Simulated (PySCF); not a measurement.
**Correlation energy of I (iodine, neutral)**

[Kr] 4d10 5s2 5p5, 2P determinant. Calculation: PySCF 2.14, in def2-QZVPPD with the def2 core potential (28 electrons); scalar relativity through the core potential. Frozen: 4s2 4p6 4d10; 7 electrons correlated.

```tsv
level	correlation energy (mhartree)
CCSD	-148.55
(T)	-5.49
CCSD(T)	-154.04
```

Diagnostics: T1 = 0.0075, D1 = 0.0225, largest double amplitude 0.037.

Cost of the coupled-cluster step: roughly 15 core-seconds, for 7 correlated electrons.

Iterations:

```
CC2 = 0
CCSD nocc = (np.int64(4), np.int64(3)), nmo = (82, 82)
frozen orbitals [[0, 1, 2, 3, 4, 5, 6, 7, 8], [0, 1, 2, 3, 4, 5, 6, 7, 8]]
max_cycle = 100
direct = 0
conv_tol = 1e-08
conv_tol_normt = 1e-06
diis_space = 8
diis_start_cycle = 0
Init t2, MP2 energy = -0.130511765587944
Init E_corr(UCCSD) = -0.130511765588281
cycle = 1  E_corr(UCCSD) = -0.144138940040071  dE = -0.0136271745  norm(t1,t2) = 0.0412967
cycle = 2  E_corr(UCCSD) = -0.147251867847078  dE = -0.00311292781  norm(t1,t2) = 0.0133064
cycle = 3  E_corr(UCCSD) = -0.148583844569447  dE = -0.00133197672  norm(t1,t2) = 0.00545544
cycle = 4  E_corr(UCCSD) = -0.148559544359026  dE = 2.43002104e-05  norm(t1,t2) = 0.000813528
cycle = 5  E_corr(UCCSD) = -0.148545514102428  dE = 1.40302566e-05  norm(t1,t2) = 0.000175511
cycle = 6  E_corr(UCCSD) = -0.148547753627956  dE = -2.23952553e-06  norm(t1,t2) = 5.57569e-05
cycle = 7  E_corr(UCCSD) = -0.148548118898605  dE = -3.6527065e-07  norm(t1,t2) = 1.58455e-05
cycle = 8  E_corr(UCCSD) = -0.148547983484149  dE = 1.35414456e-07  norm(t1,t2) = 5.27669e-06
cycle = 9  E_corr(UCCSD) = -0.148547979163021  dE = 4.32112818e-09  norm(t1,t2) = 1.66304e-06
cycle = 10  E_corr(UCCSD) = -0.148547979480782  dE = -3.17761234e-10  norm(t1,t2) = 3.87781e-07
UCCSD converged
E(UCCSD) = -296.808286766541  E_corr = -0.1485479794807819
UCCSD(T) correction = -0.00549428083053087
```
